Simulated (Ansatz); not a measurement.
One change: `[SiH3]SC[SiH2]Cl` becomes `Cl[SiH2][CH2][GaH2]`.

Ansatz, PBE0-D4/def2-TZVP geometries, multiplicity 1. Each molecule was computed in one conformer, which needn't be the lowest. `Cl[SiH2][CH2][GaH2]` holds a close contact that its SMILES doesn't draw: Ga···Cl 2.78 Å.

Scalar relativity is left out up to krypton.

```
                                          property  `[SiH3]SC[SiH2]Cl`
                HOMO energy (PBE0/def2-TZVPP) / eV               -6.96
             HOMO–LUMO gap (B3LYP/def2-TZVPP) / eV                6.40
             LUMO energy (ωB97M-V/def2-TZVPP) / eV                1.69
               HOMO energy (B3LYP/def2-TZVPP) / eV               -6.73
size of the dipole moment (ωB97M-V/def2-TZVPP) / D                1.48
              HOMO–LUMO gap (PBE0/def2-TZVPP) / eV                6.83
```

(1) Give the same properties after the change, and the shifts. (Estimate.)

## Answers

(1) Computed: 
| property | `Cl[SiH2][CH2][GaH2]` | shift |
| --- | --- | --- |
| HOMO energy (PBE0/def2-TZVPP) / eV | -7.93 | -0.97 |
| HOMO–LUMO gap (B3LYP/def2-TZVPP) / eV | 6.60 | 0.20 |
| LUMO energy (ωB97M-V/def2-TZVPP) / eV | 0.81 | -0.88 |
| HOMO energy (B3LYP/def2-TZVPP) / eV | -7.70 | -0.97 |
| size of the dipole moment (ωB97M-V/def2-TZVPP) / D | 1.98 | 0.50 |
| HOMO–LUMO gap (PBE0/def2-TZVPP) / eV | 7.06 | 0.23 |

With PBE0 the HOMO falls by 0.97 eV and the LUMO falls by 0.75 eV, so the gap widens by about 0.22 eV. PBE moves the HOMO by -0.96 eV and ωB97M-V by -0.97 eV. Dipoles are sizes alone; their direction can turn.

B3LYP here is the variant with VWN-RPA as its local correlation; programs differ in this.
